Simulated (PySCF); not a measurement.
A structure optimised at PBE-D3(BJ)/def2-TZVP, used in a PySCF frequency run:

```xyz
3

Sn     0.2838     0.8478     0.0000
O     -1.2177     1.9961     0.0000
Br    -0.1271    -1.6674     0.0000
```
Charge 0, spin multiplicity 2.

**Question.** Write its SMILES, formula and point group.

**Answer.** [O]=[Sn][Br], BrOSn, Cs

**Question.** What are its rotational constants (standard atomic weights)?

**Answer.** 14.705, 1.3609, 1.2456 GHz
